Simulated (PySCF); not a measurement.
A structure optimised at PBE0-D3(BJ)/def2-SVP, used in a PySCF frequency run:

```
Si
H 1 1.4896
H 1 1.4896 2 110.41
H 1 1.4935 2 110.83 3 -123.19
Se 1 2.2927 2 110.48 3 122.50
Br 5 2.3397 1 94.60 2 -61.23
```

### Question
Write its SMILES, formula and point group.

### Answer
[SiH3][Se]Br, BrH3SeSi, Cs

### Question
What are its rotational constants (standard atomic weights)?

### Answer
4.8441, 1.6164, 1.2298 GHz
